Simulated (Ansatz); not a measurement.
Input and output for CH$_{9}$HfN$_{3}$O, SMILES `C[O][Hf]([NH2])([NH2])[NH2]`.

```yaml
crystal:
  periodic: [false, false, false]
  atoms:
    - {symbol: C, position_ang: [-0.725146, -1.945954, 1.969126]}
    - {symbol: O, position_ang: [-0.360726, -0.956996, 1.073918]}
    - {symbol: Hf, position_ang: [0.304419, 0.322107, -0.440934]}
    - {symbol: N, position_ang: [1.050268, -0.410383, -2.069707]}
    - {symbol: N, position_ang: [1.369530, 1.633642, 0.344242]}
    - {symbol: N, position_ang: [-1.652280, 1.419570, -0.951806]}
    - {symbol: H, position_ang: [-0.094592, -2.762500, 1.629893]}
    - {symbol: H, position_ang: [-1.639707, -2.127387, 1.902525]}
    - {symbol: H, position_ang: [-0.420103, -1.531493, 2.831318]}
    - {symbol: H, position_ang: [1.653030, -0.225520, -2.628346]}
    - {symbol: H, position_ang: [0.654010, -1.308498, -2.604744]}
    - {symbol: H, position_ang: [2.321893, 1.585137, 0.833430]}
    - {symbol: H, position_ang: [1.517836, 2.771102, 0.186168]}
    - {symbol: H, position_ang: [-1.605337, 1.545623, -1.870282]}
    - {symbol: H, position_ang: [-2.110273, 1.715743, -0.564099]}
basis:
  gaussian: {orbitals: ANO-RCC-VTZP, nuclear_model: gaussian}
hamiltonian: {xc: {name: PBE0}, dispersion: d3bjatm}
```

```sh
$ ansatz run in.yaml --threads 4 --pin off --events-out ev --progress --plain --max-ram 11315MiB
```

Output, abridged:

```
Functional definition: PBE0
2910 factors; their error is unknown
mean field evaluation 1: about -417954.8542 eV, gradient 1.4e2 eV
mean field evaluation 2: about -417813.2063 eV, gradient 3.1e2 eV
mean field evaluation 4: about -417987.6540 eV, gradient 3.0e1 eV
mean field evaluation 8: about -417988.6426 eV, gradient 2.4e-1 eV
mean field evaluation 16: about -417989.4736 eV, gradient 1.3e-3 eV
mean field -417989.47361200 eV, -15360.8298317997 hartree, gradient 5.0e-5 eV, S^2 0.000000; 0 other end points of the search recorded, 0 dependent functions left out
reference -417989.47369087 eV, -15360.8298346982 hartree; 58, 58 occupied and 322, 322 virtual orbitals, 2910 factors
Total energy: -417989.72127785 eV, -15360.8389333520 hartree
Relativity: scalar
```

Run time 23 s (4 threads of an Arm Neoverse V2 on a shared host); peak host memory 2.2 GiB.
